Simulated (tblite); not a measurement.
Species: C₄H₇ClGeO.
SMILES with atom numbers: `[O:1]=[CH:2]/[C:3]([GeH3:4])=[CH:5]/[CH2:6][Cl:7]` (hydrogens: H8 on C2; H9, H10, H11 on Ge4; H12 on C5; H13, H14 on C6)

Computed with GFN2-xTB (tblite), gas phase: L-BFGS steps from a force-field or distance-geometry start until the largest atomic force falls under 0.01 eV/Å.

Step 145: E = -615.4095 eV
```
atom  x, y, z in Å  |  force x, y, z in eV/Å
O1     -0.6259    2.6856    1.0118   -0.013  -0.049   0.000
C2     -1.0999    1.6332    0.6675   -0.002   0.024   0.005
C3     -0.3356    0.4602    0.2099    0.011   0.018  -0.015
Ge4    -1.4099   -1.0921   -0.3408   -0.012  -0.002   0.019
C5      0.9930    0.6009    0.1701    0.011   0.013  -0.016
C6      2.0075   -0.3885   -0.2662    0.032   0.015  -0.024
Cl7     1.3726   -2.0429   -0.2581   -0.015  -0.016   0.016
H8     -2.1983    1.4787    0.6711    0.034  -0.012  -0.003
H9     -2.8195   -0.5687   -0.3884   -0.006  -0.002   0.000
H10    -1.0968   -1.5774   -1.7162    0.001   0.007   0.002
H11    -1.4084   -2.2090    0.6462    0.010  -0.004  -0.004
H12     1.4086    1.5584    0.4761    0.013  -0.008  -0.012
H13     2.8844   -0.3661    0.3858   -0.069   0.000  -0.013
H14     2.3272   -0.1730   -1.2910    0.004   0.017   0.046
```

Step 146: E = -615.4100 eV
```
atom  x, y, z in Å  |  force x, y, z in eV/Å
O1     -0.6273    2.6993    0.9651   -0.034  -0.098  -0.002
C2     -1.0993    1.6350    0.6534    0.016   0.071   0.000
C3     -0.3345    0.4580    0.2074    0.013   0.029  -0.023
Ge4    -1.4129   -1.0937   -0.3359   -0.053  -0.003   0.015
C5      0.9939    0.5988    0.1728    0.012   0.003  -0.010
C6      2.0128   -0.3879   -0.2570    0.055  -0.032  -0.061
Cl7     1.3647   -2.0407   -0.3147    0.030   0.071   0.019
H8     -2.1960    1.4731    0.6744    0.026  -0.002   0.009
H9     -2.8284   -0.5756   -0.3410    0.030  -0.015  -0.011
H10    -1.1325   -1.5691   -1.7226   -0.002   0.019   0.012
H11    -1.3864   -2.2195    0.6401    0.009  -0.013   0.006
H12     1.4069    1.5573    0.4806    0.016  -0.015  -0.018
H13     2.8709   -0.3890    0.4217   -0.099  -0.012  -0.030
H14     2.3672   -0.1466   -1.2665   -0.019  -0.003   0.094
```

Step 147: E = -615.4110 eV
```
atom  x, y, z in Å  |  force x, y, z in eV/Å
O1     -0.6274    2.6991    0.9602    0.001  -0.014   0.024
C2     -1.0984    1.6341    0.6541   -0.010   0.021  -0.024
C3     -0.3347    0.4583    0.2062    0.011   0.011  -0.032
Ge4    -1.4129   -1.0929   -0.3358   -0.064   0.002   0.015
C5      0.9930    0.6008    0.1661    0.028   0.006   0.003
C6      2.0120   -0.3883   -0.2561    0.042  -0.003  -0.035
Cl7     1.3623   -2.0353   -0.3145   -0.003  -0.017   0.007
H8     -2.1933    1.4690    0.6821   -0.010  -0.003   0.013
H9     -2.8295   -0.5774   -0.3328    0.032  -0.012  -0.016
H10    -1.1355   -1.5632   -1.7235   -0.001   0.016  -0.007
H11    -1.3833   -2.2231    0.6323    0.010  -0.030   0.029
H12     1.4060    1.5599    0.4701    0.020   0.000  -0.015
H13     2.8627   -0.3914    0.4291   -0.046   0.000   0.017
H14     2.3781   -0.1502   -1.2595   -0.009   0.021   0.021
```

Step 148: E = -615.4117 eV
```
atom  x, y, z in Å  |  force x, y, z in eV/Å
O1     -0.6272    2.7030    0.9424    0.003   0.004   0.027
C2     -1.0976    1.6344    0.6490   -0.011   0.013  -0.022
C3     -0.3344    0.4577    0.2036    0.005   0.006  -0.034
Ge4    -1.4153   -1.0938   -0.3326   -0.062   0.009   0.005
C5      0.9930    0.6014    0.1623    0.027  -0.002  -0.002
C6      2.0140   -0.3882   -0.2526    0.056  -0.018  -0.015
Cl7     1.3576   -2.0322   -0.3350    0.011  -0.005   0.001
H8     -2.1911    1.4648    0.6895   -0.022   0.003   0.013
H9     -2.8334   -0.5815   -0.3140    0.037  -0.013  -0.015
H10    -1.1493   -1.5545   -1.7255   -0.003   0.014  -0.010
H11    -1.3737   -2.2301    0.6270    0.006  -0.036   0.038
H12     1.4046    1.5622    0.4620    0.025   0.006  -0.011
H13     2.8523   -0.4010    0.4486   -0.057  -0.001   0.000
H14     2.3997   -0.1428   -1.2468   -0.015   0.019   0.023
```

Question: Estimate the geometry and energy of step 149. (The exact step hangs on the optimiser's Hessian estimate; all steps are aligned on step 148, rigid shifts and turns removed.)

Answer: E = -615.4128 eV, largest force 0.097 eV/Å
```
atom  x, y, z in Å  |  force x, y, z in eV/Å
O1     -0.6275    2.7120    0.9012   -0.009   0.029   0.023
C2     -1.0968    1.6360    0.6349    0.008   0.000   0.000
C3     -0.3339    0.4581    0.1934   -0.006  -0.005  -0.023
Ge4    -1.4226   -1.0960   -0.3240   -0.028   0.022  -0.024
C5      0.9935    0.6027    0.1534    0.000  -0.023  -0.022
C6      2.0187   -0.3894   -0.2429    0.064  -0.041  -0.045
Cl7     1.3473   -2.0264   -0.3862    0.060   0.064  -0.009
H8     -2.1864    1.4554    0.7081   -0.032   0.021   0.006
H9     -2.8435   -0.5935   -0.2701    0.042  -0.015  -0.001
H10    -1.1848   -1.5315   -1.7306   -0.006   0.001  -0.004
H11    -1.3455   -2.2462    0.6170   -0.012  -0.029   0.041
H12     1.4042    1.5670    0.4427    0.022   0.009  -0.003
H13     2.8243   -0.4247    0.4955   -0.049  -0.017  -0.018
H14     2.4522   -0.1242   -1.2145   -0.053  -0.017   0.080
```

The energy changes by -0.0011 eV. The first-order estimate −F·Δx gives -0.0023 eV and the mean of the old and new forces, exact on a quadratic surface, -0.0010 eV. The step makes an angle of 84° with the force vector and moves no atom by more than 0.064 Å.

The cost below is that of the whole relaxation. On an Arm Neoverse V2 with one thread, no GPU, shared host with 192 logical CPUs at a one-minute load of 47, this took 1.1 s wall.
